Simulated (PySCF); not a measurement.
## Unknown compound

An unknown has the formula C5H10FPSi. Its calculated NMR data are:

¹H NMR (400 MHz, computed): δ 6.57 (m, 1H), 5.45 (m, 1H), 5.28 (m, 1H), 5.27 (m, 1H), 5.12 (m, 1H), 3.08 (m, 1H), 1.72 (m, 1H), 1.53 (m, 1H), 1.36 (m, 2H).

¹³C{¹H} NMR (computed): δ 148.7 (CH), 120.0 (CH2), 96.6 (CH), 50.8 (CH), 21.7 (CH2).

[PySCF: GFN2-xTB geometry; GIAO PBE0/pcSseg-1 shieldings; relativity neglected; isolated molecule; single conformer; one averaged value for each set of equivalent atoms]

δ = σ(ref) − σ, references computed at the same level: ¹H, ¹³C against TMS.

Which of these isomers gave the spectra?
A. C=C/C=C(\F)[Si@@H](C)P
B. C=C[C@@H]1C[Si@H](P)[C@@H]1F
C. C=C/C=C(/F)[Si@@H](C)P

## Answers

B. 

- 5 carbon signals for 5 carbons: no two carbons are equivalent.
- Carbon types of the structure: 3 × CH, 2 × CH2, leaving 3 H on heteroatoms.
- δC 148.7: alkene CH; as expected for a trigonal carbon in a double bond.
- δC 120.0: terminal =CH2 carbon; an sp2 carbon of a C=C bond.
- δC 96.6: sp3 CH bonded to F and Si; pulled downfield by the heteroatom.
- δC 50.8: allylic sp3 CH; aliphatic region, no heteroatom directly attached.
- δH 6.57: hydrogen on an alkene CH; attached to an sp2 carbon and in the plane of the double bond.

The others: C=C/C=C(/F)[Si@@H](C)P would give 7 signals for carbon-bound and other non-exchanging H, not 9; C=C/C=C(\F)[Si@@H](C)P would give 7 signals for carbon-bound and other non-exchanging H, not 9.

Splittings by ¹⁹F and ³¹P in the carbon and heteronuclear signals aren't shown, as no couplings were computed. Shifts are as computed. Against solution values, carbons near 30 ppm lie about +3 ppm off and those near 130 ppm about +5 ppm. Of 1309 compounds with measured shifts, 239 miss one by over three times the rms of a fit or turn the order of signals round; such compounds aren't used in these exercises. No couplings were computed; multiplicities are counted from neighbouring protons, with m where these are inequivalent, close in shift, in a saturated or five-membered ring or joined by F or P, and br s for small geminal =CH2 splittings.
